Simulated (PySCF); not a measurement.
An unknown is described by computed data only.

Formula: C8H13P.

- 13C NMR: chemical shifts (computed TMS as zero) by class: 140.9 (1 C), 106.6 (1 C), 49.8 (1 C), 31.0 (2 C), 11.1 (1 C), 6.2 (2 C) ppm [GIAO KT3/pcSseg-1]
- Rotational structure: rotational constants A, B, C: 3.437, 0.684, 0.668 GHz [PBE0-D3(BJ)/def2-SVP]
- 1H NMR: chemical shifts (computed TMS as zero) by class: 5.82 (1 H), 4.87 (1 H), 4.71 (1 H), 3.76 (1 H), 1.85 (2 H), 1.78 (2 H), 1.34 (1 H), 0.81 (2 H), 0.30 (2 H) ppm [GIAO KT3/pcSseg-1]
- UV, first state: lowest singlet excitation: 5.64 eV (220 nm, f = 0.031) [TDDFT CAM-B3LYP/def2-SVPD]
- Triplet: lowest triplet excitation (Tamm–Dancoff): 4.32 eV [TDA CAM-B3LYP/def2-SVPD]
- UV, strongest line: among the 10 lowest singlet transitions: S6 at 7.12 eV (174 nm, f = 0.652) [TDDFT CAM-B3LYP/def2-SVPD]
- XPS: P2p3/2 135.6, C1s 289.9 (×2), C1s 290.0, C1s 290.2, C1s 290.3, C1s 290.5 (×2), C1s 290.6, P1s 2149.2 eV [ΔSCF SCAN, pcX-2 on the ionised atom, pcseg-1 elsewhere, spin-free X2C, 2p3/2 from a spin–orbit splitting computed afterwards within the 2p shell]
- Polarisability: 119.0 au [CAM-B3LYP/def2-SVPD]

The electronic properties come from PySCF, for the isolated species, density fitting. Levels stand in brackets. The structure is a single PBE0-D3(BJ)/def2-SVP conformer in the gas phase; no vibrational or solvent corrections. NMR values are class means; diastereotopic atoms form classes of their own.

Question: Give a SMILES that accounts for the data.

Answer: Numbering: `[CH2:1]=[CH:2][CH:3]1[CH2:4][P:5]([CH:6]2[CH2:7][CH2:8]2)[CH2:9]1`. 8 carbons fall into 6 classes; from least to most shielded: alkene CH carbon [C2] (140.9 ppm), terminal =CH2 carbon [C1] (106.6 ppm), allylic carbon [C3] (49.8 ppm), ring sp3 carbon bound to phosphorus [C4/C9] (31.0 ppm, 2 C), ring sp3 carbon bound to phosphorus [C6] (11.1 ppm), three-membered-ring carbon [C7/C8] (6.2 ppm, 2 C). Hydrogen classes from least to most shielded: 1 H on an alkene CH carbon, C2 (5.82 ppm), 1 H on a terminal =CH2 carbon, C1 (4.87 ppm), 1 H on a terminal =CH2 carbon, C1 (4.71 ppm), 1 H on an allylic carbon, C3 (3.76 ppm), 2 H on 2 like atoms (sp3 carbon bound to phosphorus), C4/C9 (1.85 ppm), 2 H on 2 like atoms (sp3 carbon bound to phosphorus), C4/C9 (1.78 ppm), 1 H on an sp3 carbon bound to phosphorus, C6 (1.34 ppm), 2 H on 2 three-membered-ring carbons, C7/C8 (0.81 ppm), 2 H on 2 three-membered-ring carbons, C7/C8 (0.30 ppm). The core levels belong to: P2p3/2 135.6 eV, phosphine phosphorus [P5]; C1s 289.9 eV, sp3 carbon bound to phosphorus [C4/C9]; C1s 290.0 eV, terminal =CH2 carbon [C1]; C1s 290.2 eV, sp3 carbon bound to phosphorus [C6]; C1s 290.3 eV, alkene CH carbon [C2]; C1s 290.5 eV, three-membered-ring carbon [C7/C8]; C1s 290.6 eV, allylic carbon [C3]; P1s 2149.2 eV, phosphine phosphorus [P5]. The hole state at 290.3 eV has ⟨S²⟩ = 0.84 against 0.75, so that value is less sure. The optimised geometry has point group Cs and is an asymmetric top. Structure: `C=CC1CP(C2CC2)C1`. Computed isomers that give other values at the same levels: `CC(C)P1C=CCC=C1` (lowest singlet excitation: 4.83 eV (257 nm, f = 0.020)); `C=CC1=C(C(C)C)P1C` (rotational constant A: 1.627 GHz; this holds for the one conformer computed); `CCc1c[pH]c(CC)c1` (lowest singlet excitation: 4.66 eV (266 nm, f = 0.061)). The assignments are read from this structure; whether some other isomer fits the data as well wasn't checked.

The values belong to the conformer `[CH2:1]=[CH:2][CH:3]1[CH2:4][P:5]([CH:6]2[CH2:7][CH2:8]2)[CH2:9]1`: C1–C2–C3–C4 -123°, C4–P5–C6–C7 -107°.
